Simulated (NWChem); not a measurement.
System: CAuClO; SMILES [O+]#[C-]->[Au][Cl]

NWChem printed, in part:

```
             Northwest Computational Chemistry Package (NWChem) 7.3.0
             --------------------------------------------------------

 CS  symmetry detected

                             Geometry "geometry" -> ""
                             -------------------------

 Output coordinates in angstroms (scale by  1.889725989 to convert to a.u.)

  No.       Tag          Charge          X              Y              Z
 ---- ---------------- ---------- -------------- -------------- --------------
    1 Au                  79.0000    -0.00175514     0.02398014     0.00000000
    2 Cl                  17.0000     0.00457632    -2.22865184     0.00000000
    3 O                    8.0000     0.00724286     3.05589567     0.00000000
    4 C                    6.0000     0.00048597     1.92424753     0.00000000

 Effective nuclear repulsion energy (a.u.)     606.8538536139

      Symmetry information
      --------------------

 Group name             Cs
 Group number              2
 Group order               2
 No. of unique centers     4

                                 NWChem DFT Module
                                 -----------------

 Summary of "ao basis" -> "ao basis" (spherical)
 ------------------------------------------------------------------------------
       Tag                 Description            Shells   Functions and Types
 ---------------- ------------------------------  ------  ---------------------
 Au                         def2-svp                12       32   6s3p2d1f
 Cl                         def2-svp                 8       18   4s3p1d
 O                          def2-svp                 6       14   3s2p1d
 C                          def2-svp                 6       14   3s2p1d

      Symmetry analysis of basis
      --------------------------

        a'         55
        a"         23

            General Information
            -------------------
          SCF calculation type: DFT
          Wavefunction type:  closed shell.
          No. of atoms     :     4
          No. of electrons :    50
           Alpha electrons :    25
            Beta electrons :    25
          Charge           :     0
          Spin multiplicity:     1
          Use of symmetry is: on ; symmetry adaption is: on
          Maximum number of iterations: 150
          AO basis - number of functions:    78
                     number of shells:    32
          Convergence on energy requested:  1.00D-06
          Convergence on density requested:  1.00D-05
          Convergence on gradient requested:  5.00D-04

              XC Information
              --------------
                       M06-2X Method XC Functional
                     Hartree-Fock (Exact) Exchange  0.540
                        M06-2X Exchange Functional  1.000
                      M06-2X Correlation Potential  1.000

             Grid Information
             ----------------
          Grid used for XC integration:  xcoarse
          Radial quadrature: Mura-Knowles
          Angular quadrature: Lebedev.
          Tag              B.-S. Rad. Rad. Pts. Rad. Cut. Ang. Pts.
          ---              ---------- --------- --------- ---------
          Au                  1.35       84           7.0       194
          Cl                  1.00       42          10.0       194
          O                   0.60       21          12.0       194
          C                   0.70       21          10.0       194
          Grid pruning is: on
          Number of quadrature shells:   168
          Spatial weights used:  Erf1

      Superposition of Atomic Density Guess
      -------------------------------------

 Sum of atomic energies:        -724.08357624

      Non-variational initial energy
      ------------------------------

 Total energy =    -707.236582
 1-e energy   =   -1390.395851
 2-e energy   =     499.945575
 HOMO         =      -0.407598
 LUMO         =      -0.005518

      Symmetry analysis of molecular orbitals - initial
      -------------------------------------------------

  Numbering of irreducible representations:

     1 a'          2 a"

  Orbital symmetries:

     1 a'          2 a'          3 a'          4 a'          5 a'
     6 a'          7 a"          8 a'          9 a'         10 a'
    11 a"         12 a'         13 a'         14 a'         15 a'
    16 a'         17 a"         18 a'         19 a"         20 a'
    21 a"         22 a'         23 a'         24 a"         25 a'
    26 a'         27 a"         28 a'         29 a"         30 a'
    31 a'         32 a'         33 a'         34 a"         35 a'

     ---------------------------------------------
      Total Density - Mulliken Population Analysis
     ---------------------------------------------

    Atom       Charge   Shell Charges
 -----------   ------   -------------------------------------------------------
    1 Au  19    18.89   0.07 -0.47  1.81  0.62  0.75  0.30  5.59  0.47  0.07  8.59  1.09  0.01
    2 Cl  17    17.56   2.00  1.99  1.23  0.72  5.94  2.19  3.47  0.01
    3 O    8     8.35   1.99  1.13  0.64  2.90  1.67  0.02
    4 C    6     5.20   1.99  0.98  0.42  1.26  0.48  0.07

   convergence    iter        energy       DeltaE   RMS-Dens  Diis-err
 ---------------- ----- ----------------- --------- --------- ---------
 d= 0,ls=0.0,diis     1   -708.7732814640 -8.92D+02  2.01D-02  8.96D-01
 d= 0,ls=0.0,diis     2   -708.6616544939  1.12D-01  1.11D-02  2.28D+00
 d= 0,ls=0.0,diis     3   -708.9014453046 -2.40D-01  1.35D-03  9.66D-03
 d= 0,ls=0.0,diis     4   -708.9023443107 -8.99D-04  6.03D-04  3.37D-03
 d= 0,ls=0.0,diis     5   -708.9019321532  4.12D-04  3.99D-04  4.65D-04
  Resetting Diis
 d= 0,ls=0.0,diis     6   -708.9020090879 -7.69D-05  2.76D-04  6.03D-05
 d= 0,ls=0.0,diis     7   -708.9020221017 -1.30D-05  1.26D-04  8.53D-06
 d= 0,ls=0.0,diis     8   -708.9020231785 -1.08D-06  3.25D-05  8.74D-06
 d= 0,ls=0.0,diis     9   -708.9020241474 -9.69D-07  1.52D-05  6.18D-07
 d= 0,ls=0.0,diis    10   -708.9020242172 -6.98D-08  7.50D-06  2.09D-07

         Total DFT energy =     -708.902024217237
      One electron energy =    -1391.915844698002
           Coulomb energy =      554.632658604288
    Exchange-Corr. energy =      -54.832532628879
 Nuclear repulsion energy =      183.213694505355

 Numeric. integr. density =       49.999288765944

                  Occupations of the irreducible representations
                  ----------------------------------------------

                     irrep           alpha         beta
                     --------     --------     --------
                     a'               19.0         19.0
                     a"                6.0          6.0

                       DFT Final Molecular Orbital Analysis
                       ------------------------------------

 Vector   23  Occ=2.000000D+00  E=-3.695578D-01  Symmetry=a'
              MO Center=  1.3D-03, -9.9D-01,  5.3D-16, r^2= 2.7D+00
   Bfn.  Coefficient  Atom+Function         Bfn.  Coefficient  Atom+Function
  ----- ------------  ---------------      ----- ------------  ---------------
     5      0.507318  1 Au s                 44      0.411293  2 Cl py
    20      0.388496  1 Au d  2               3     -0.383087  1 Au s
    41      0.297902  2 Cl py                 2      0.242856  1 Au s
    18      0.224304  1 Au d  0               6      0.174657  1 Au s
    38      0.174535  2 Cl py                 1     -0.095024  1 Au s

 Vector   24  Occ=2.000000D+00  E=-3.367772D-01  Symmetry=a"
              MO Center=  3.8D-03, -1.9D+00, -5.4D-16, r^2= 2.1D+00
   Bfn.  Coefficient  Atom+Function         Bfn.  Coefficient  Atom+Function
  ----- ------------  ---------------      ----- ------------  ---------------
    45      0.622551  2 Cl pz                42      0.446723  2 Cl pz
    17      0.268530  1 Au d -1              39      0.258348  2 Cl pz
    15      0.108182  1 Au pz                56     -0.077473  3 O  pz
    59     -0.070343  3 O  pz                 9     -0.067203  1 Au pz
    70      0.052835  4 C  pz                73      0.040144  4 C  pz

 Vector   25  Occ=2.000000D+00  E=-3.367769D-01  Symmetry=a'
              MO Center=  3.3D-03, -1.9D+00, -7.8D-16, r^2= 2.1D+00
   Bfn.  Coefficient  Atom+Function         Bfn.  Coefficient  Atom+Function
  ----- ------------  ---------------      ----- ------------  ---------------
    43      0.622545  2 Cl px                40      0.446719  2 Cl px
    16      0.268527  1 Au d -2              37      0.258346  2 Cl px
    13      0.108181  1 Au px                54     -0.077474  3 O  px
    57     -0.070343  3 O  px                 7     -0.067203  1 Au px
    68      0.052837  4 C  px                71      0.040146  4 C  px

 Vector   26  Occ=0.000000D+00  E=-5.337711D-02  Symmetry=a'
              MO Center=  3.2D-04,  1.5D+00, -5.9D-16, r^2= 3.4D+00
   Bfn.  Coefficient  Atom+Function         Bfn.  Coefficient  Atom+Function
  ----- ------------  ---------------      ----- ------------  ---------------
    71      0.467404  4 C  px                68      0.464097  4 C  px
    57     -0.383289  3 O  px                13      0.364328  1 Au px
    54     -0.352204  3 O  px                16     -0.297203  1 Au d -2
    43     -0.164014  2 Cl px                 7     -0.140296  1 Au px
    40     -0.089424  2 Cl px                21     -0.051532  1 Au d -2

 Vector   27  Occ=0.000000D+00  E=-5.337699D-02  Symmetry=a"
              MO Center=  8.9D-04,  1.5D+00,  2.7D-15, r^2= 3.4D+00
   Bfn.  Coefficient  Atom+Function         Bfn.  Coefficient  Atom+Function
  ----- ------------  ---------------      ----- ------------  ---------------
    73      0.467408  4 C  pz                70      0.464100  4 C  pz
    59     -0.383293  3 O  pz                15      0.364343  1 Au pz
    56     -0.352208  3 O  pz                17     -0.297201  1 Au d -1
    45     -0.164022  2 Cl pz                 9     -0.140300  1 Au pz
    42     -0.089429  2 Cl pz                22     -0.051528  1 Au d -1

 Vector   28  Occ=0.000000D+00  E= 4.450814D-02  Symmetry=a'
              MO Center= -6.9D-02, -3.3D-01,  2.1D-13, r^2= 5.2D+00
   Bfn.  Coefficient  Atom+Function         Bfn.  Coefficient  Atom+Function
  ----- ------------  ---------------      ----- ------------  ---------------
     6      1.407364  1 Au s                 67     -0.996644  4 C  s
    44     -0.498054  2 Cl py                36     -0.495280  2 Cl s
    20     -0.376253  1 Au d  2               3     -0.266889  1 Au s
    53      0.238972  3 O  s                 66     -0.224703  4 C  s
    18     -0.217222  1 Au d  0              25     -0.209607  1 Au d  2

     ---------------------------------------------
      Total Density - Mulliken Population Analysis
     ---------------------------------------------

    Atom       Charge   Shell Charges
 -----------   ------   -------------------------------------------------------
    1 Au  19    18.76   0.07 -0.48  1.87  0.56  0.71  0.22  5.60  0.48  0.16  8.31  1.25  0.01
    2 Cl  17    17.32   2.00  1.99  1.23  0.73  5.94  2.12  3.31  0.02
    3 O    8     8.03   1.99  1.13  0.63  2.82  1.43  0.03
    4 C    6     5.89   1.99  1.04  0.45  1.74  0.58  0.09

     -------------------------------------------
      Total Density - Lowdin Population Analysis
     -------------------------------------------

    Atom       Charge   Shell Charges
 -----------   ------   -------------------------------------------------------
    1 Au  19    19.17   0.00  0.02  1.03  0.90  0.57  0.40  4.93  1.20  0.40  7.92  1.77  0.03
    2 Cl  17    17.10   2.00  1.96  1.02  0.79  5.83  2.25  3.23  0.02
    3 O    8     7.91   1.98  0.92  0.62  2.65  1.70  0.04
    4 C    6     5.83   1.97  0.73  0.46  1.60  0.89  0.19

     Multipole analysis of the density
     ---------------------------------

     L   x y z        total         alpha         beta         nuclear
     -   - - -        -----         -----         ----         -------
     0   0 0 0     -0.000000    -25.000000    -25.000000     50.000000

     1   1 0 0     -0.003862     -0.101433     -0.101433      0.199004
     1   0 1 0      1.774772      2.246863      2.246863     -2.718953
     1   0 0 1      0.000000      0.000000      0.000000      0.000000

     2   2 0 0    -34.043846    -17.023415    -17.023415      0.002984
     2   1 1 0      0.002803     -0.013767     -0.013767      0.030336
     2   1 0 1      0.000000      0.000000      0.000000      0.000000
     2   0 2 0    -38.001859   -342.847178   -342.847178    647.692497
     2   0 1 1     -0.000000     -0.000000     -0.000000      0.000000
     2   0 0 2    -34.043798    -17.021899    -17.021899      0.000000

            General Information
            -------------------
          SCF calculation type: DFT
          Wavefunction type:  closed shell.
          No. of atoms     :     4
          No. of electrons :    50
           Alpha electrons :    25
            Beta electrons :    25
          Charge           :     0
          Spin multiplicity:     1
          Use of symmetry is: on ; symmetry adaption is: on
          Maximum number of iterations: 150
          AO basis - number of functions:    78
                     number of shells:    32
          Convergence on energy requested:  1.00D-06
          Convergence on density requested:  1.00D-05
          Convergence on gradient requested:  5.00D-04

              XC Information
              --------------
                       M06-2X Method XC Functional
                     Hartree-Fock (Exact) Exchange  0.540
                        M06-2X Exchange Functional  1.000
                      M06-2X Correlation Potential  1.000

             Grid Information
             ----------------
          Grid used for XC integration:  xcoarse
          Radial quadrature: Mura-Knowles
          Angular quadrature: Lebedev.
          Tag              B.-S. Rad. Rad. Pts. Rad. Cut. Ang. Pts.
          ---              ---------- --------- --------- ---------
          Au                  1.35       84           7.0       194
          Cl                  1.00       42          10.0       194
          O                   0.60       21          12.0       194
          C                   0.70       21          10.0       194
          Grid pruning is: on
          Number of quadrature shells:   168
          Spatial weights used:  Erf1

          Convergence Information
          -----------------------
          Convergence aids based upon iterative change in
          total energy or number of iterations.
          Levelshifting, if invoked, occurs when the
          HOMO/LUMO gap drops below (HL_TOL):  1.00D-02
          DIIS, if invoked, will attempt to extrapolate
          using up to (NFOCK): 10 stored Fock matrices.

                    Damping( 0%)  Levelshifting(0.5)       DIIS
                  --------------- ------------------- ---------------
          dE  on:    start            ASAP                start
          dE off:    2 iters        150 iters           150 iters

                            NWChem DFT Gradient Module
                            --------------------------

  charge          =   0.00
  wavefunction    = closed shell

  Using symmetry

                         DFT ENERGY GRADIENTS

    atom               coordinates                        gradient
                 x          y          z           x          y          z
   1 Au     -0.003317   0.045316   0.000000   -0.000033   0.003711   0.000000
   2 Cl      0.008648  -4.211541   0.000000    0.000030   0.010120   0.000000
   3 O       0.013687   5.774805   0.000000    0.000203   0.020021   0.000000
   4 C       0.000918   3.636301   0.000000   -0.000200  -0.033852   0.000000
```

Level: M06-2X/def2-SVP with def2 effective core potentials on Au. The geometry was optimised at PBE0/def2-SVP. def2 effective core potentials on Au; no spin-orbit coupling.

Task: Write an input that gives this output.

Result: Several could match; the one computed here: the input that was run:
```
start job
memory heap 200 mb stack 900 mb global 1100 mb
geometry units angstroms noautoz
  Au    -0.000574     0.007912     0.000000
  Cl     0.005383    -2.244721     0.000000
  O      0.008928     3.039826     0.000000
  C      0.001983     1.908179     0.000000
end
basis spherical
  Au library def2-svp
  Cl library def2-svp
  O library def2-svp
  C library def2-svp
end
ecp
  Au library def2-ecp
end
dft
  xc m06-2x
  grid xcoarse
  iterations 150
  mulliken
end
task dft gradient
```
